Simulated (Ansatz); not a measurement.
Consider the substitution at a C–N bond: `C/C=N/C[SiH3]` + `O[SiH2]S` → `O[SiH2]SC[SiH3]` + `CC=N`.

Gas-phase electronic energies from Ansatz, PBE0-D4/def2-TZVP geometries. CBS: MP2 limit from def2 TZ/QZ plus the TZ coupled-cluster correction, frozen cores. DFT in def2-TZVPP. B3LYP here is the variant with VWN-RPA as its local correlation; programs differ in this. One conformer a species, not always the lowest.

`C/C=N/C[SiH3]`:

```xyz
14

C     1.621    1.952   -0.132
C     0.347    1.197    0.000
N     0.272    0.105    0.628
C    -0.992   -0.578    0.674
Si   -0.887   -2.169   -0.342
H     1.887    2.071   -1.188
H     2.426    1.432    0.386
H     1.514    2.960    0.281
H    -0.542    1.639   -0.479
H    -1.837    0.032    0.314
H    -1.207   -0.868    1.709
H    -0.610   -1.834   -1.764
H     0.194   -3.047    0.173
H    -2.186   -2.893   -0.260
```

`O[SiH2]S`:

```xyz
7

O    -0.800    1.025    0.754
Si   -0.045    0.246   -0.479
S     0.668   -1.693    0.052
H    -1.494    0.549    1.214
H    -0.954   -0.034   -1.619
H     1.060    1.147   -0.865
H     1.565   -1.238    0.943
```

`O[SiH2]SC[SiH3]`:

```xyz
13

O     1.613    0.804   -2.759
Si    0.549    0.161   -1.687
S     0.439    1.433    0.027
C     0.288    0.201    1.366
Si   -1.439   -0.540    1.386
H     2.457    1.092   -2.408
H    -0.717    0.055   -2.445
H     0.959   -1.174   -1.169
H     1.060   -0.564    1.261
H     0.488    0.744    2.292
H    -1.569   -1.559    2.465
H    -2.437    0.537    1.598
H    -1.690   -1.191    0.073
```

`CC=N`:

Cartesian coordinates in Å:
```
C 0.141 -0.801 -0.101
C 0.179 0.612 0.379
N -0.504 1.591 -0.035
H -0.116 -1.475 0.722
H -0.584 -0.933 -0.907
H 1.129 -1.107 -0.459
H 0.887 0.815 1.189
H -1.132 1.298 -0.788
```

(1) Is it downhill or uphill in electronic energy at CCSD(T)/CBS, and by how much? (An estimate is asked.)

(2) What do these levels give: PBE-D4, r2SCAN-D4, PBE0-D4, ωB97M-V, r2SCAN, PBE0, B3LYP, MP2/def2-TZVPP, CCSD(T)/def2-TZVPP, HF/def2-QZVPP, SCS-MP2/def2-QZVPP, CCSD/CBS(def2)? (Estimate.)

Largest T1 diagnostic among the species: 0.012.

Answers

(1) Ansatz gave: Nearly level: ΔE = +0.1 kJ/mol.

(2) Computed: PBE-D4 4.3, r2SCAN-D4 5.3, PBE0-D4 3.5, ωB97M-V 1.9, r2SCAN 6.1, PBE0 7.3, B3LYP 12.2, MP2/def2-TZVPP 3.2, CCSD(T)/def2-TZVPP 4.0, HF/def2-QZVPP 11.0, SCS-MP2/def2-QZVPP 2.4, CCSD/CBS(def2) 1.6 kJ/mol.

The D4 term adds −7.4 kJ/mol with B3LYP and −3.8 kJ/mol with PBE0; it sums over pairs of atoms, weighted by their polarisabilities, and B3LYP, whose exchange is more repulsive, gets the larger term. In def2-TZVPP, CCSD(T) changes the Hartree–Fock value by −7.1 kJ/mol (the triples alone add −1.5 kJ/mol) and MP2 by −7.8 kJ/mol.
